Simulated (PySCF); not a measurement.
PBE0 on Ga⁻ (gallium, charge -1), [Ar] 3d10 4s2 4p2, high-spin 3P determinant. Computed with PySCF 2.14 in x2c-TZVPPall with one added diffuse shell each of s, p, d type (7s6p5d1f, 57 functions), with scalar relativity by spin-free X2C-1e.

```
cycle= 1 E= -1943.57396979376  delta_E= -0.008  |g|= 0.164  |ddm|= 0.184
cycle= 2 E= -1943.57143291232  delta_E= 0.00254  |g|= 0.21  |ddm|= 0.139
cycle= 3 E= -1943.57745995616  delta_E= -0.00603  |g|= 0.00917  |ddm|= 0.08
cycle= 4 E= -1943.57749891997  delta_E= -3.9e-05  |g|= 0.000722  |ddm|= 0.0161
cycle= 5 E= -1943.57750009248  delta_E= -1.17e-06  |g|= 0.00012  |ddm|= 0.00486
cycle= 6 E= -1943.57750009827  delta_E= -5.79e-09  |g|= 9.85e-06  |ddm|= 0.000307
cycle= 7 E= -1943.57750009835  delta_E= -7.94e-11  |g|= 9.29e-07  |ddm|= 2.63e-05
converged SCF energy = -1943.57750009835  <S^2> = 2.0028941  2S+1 = 3.0019288
```

Highest occupied orbital energy: 0.932 eV; ⟨L²⟩ = 2.01; populations by l: s 8.00, p 14.00, d 10.00, f 0.00.

(1) Can this result be used?

Answers

(1) With care. Self-consistency was reached. At PBE0 the highest occupied level has a positive energy, so only the finite basis holds that electron; in a semilocal or global hybrid functional this comes from self-interaction and does not mean that the real anion is unbound.
